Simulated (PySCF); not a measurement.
## Shapes and spin states of CBr₂

Method: PBE0 in PySCF with C def2-SVP, Br def2-SVP; no relativity; density-fitted integrals.

Relaxations began from a few typed shapes and spin states; open shells are unrestricted. The search is not exhaustive: other isomers or separated fragments can lie lower, and high-lying points may rest on an excited occupation.

```csv
spin,group,bonds,angles,imaginary modes (cm⁻¹),ΔE (kJ/mol),ΔE with ZPE (kJ/mol)
broken-symmetry Ms = 0 (⟨S²⟩ 0.24),C2v,C–Br 1.873 Å (×2),Br–C–Br 112.2°,none,0.0,0.0
"singlet (closed shell, unstable to spin polarisation)",C2v,C–Br 1.880 Å (×2),Br–C–Br 110.5°,none,1.9,2.0
triplet,C2v,C–Br 1.823 Å (×2),Br–C–Br 130.2°,none,31.9,32.9
"singlet (closed shell, unstable to spin polarisation)",D∞h,C–Br 1.752 Å (×2),Br–C–Br 180.0°,517i,246.3,–
```

The lowest minimum found is the broken-symmetry Ms = 0 (⟨S²⟩ 0.24) C2v: C–Br 1.873 Å (×2); Br–C–Br 112.2°.

For the lowest minimum: the determinant is spin-contaminated (⟨S²⟩ = 0.24, pure value 0.00). The spin densities have lower symmetry than the nuclear frame.

The electron or spin density has lower symmetry than the nuclear frame for the singlet (closed shell, unstable to spin polarisation) D∞h at 246.3 kJ/mol.
